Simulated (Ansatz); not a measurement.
C₄H₈Sn, SMILES `C#C[CH](C)[SnH3]`, relaxed with RKS PBE-D4/def2-SVP in the Gaussian-basis code of Ansatz from a rough embedded geometry. The force threshold is 0.03 eV/Å; the program also tests the step.

Total charge 0; spin multiplicity 1. Sn takes the def2 core potential.

Start:

```xyz
13

C     1.305   -0.280   -2.180
C     0.626    0.039   -1.322
C    -0.231    0.450   -0.234
C    -1.566   -0.341   -0.217
Sn    0.799    0.315    1.639
H     1.994   -0.609   -3.022
H    -0.568    1.544   -0.396
H    -2.094   -0.272   -1.180
H    -2.215   -0.087    0.599
H    -1.274   -1.480   -0.042
H    -0.267    0.805    2.928
H     1.225   -1.365    1.873
H     2.268    1.283    1.555
```

(1) How much energy does the relaxation release, and in how many steps? (Best estimate.)

(2) Which bonds change most? (Estimate.)

(3) Give the relaxed structure. (An estimate is asked.)

Results:

(1) Computed: 70.16 kJ/mol, in 7 steps.

(2) Computed: C1–C2 from 1.140 to 1.226 Å; C4–H10 from 1.188 to 1.109 Å; C3–Sn5 from 2.142 to 2.218 Å; C1–H6 from 1.137 to 1.080 Å.

(3) The calculation gave: 
```xyz
13

C     1.388   -0.293   -2.211
C     0.610    0.063   -1.333
C    -0.297    0.445   -0.269
C    -1.590   -0.389   -0.216
Sn    0.828    0.299    1.637
H     2.073   -0.598   -2.990
H    -0.545    1.525   -0.361
H    -2.160   -0.293   -1.163
H    -2.247   -0.054    0.613
H    -1.372   -1.466   -0.068
H    -0.194    0.819    2.938
H     1.270   -1.355    1.868
H     2.236    1.296    1.557
```
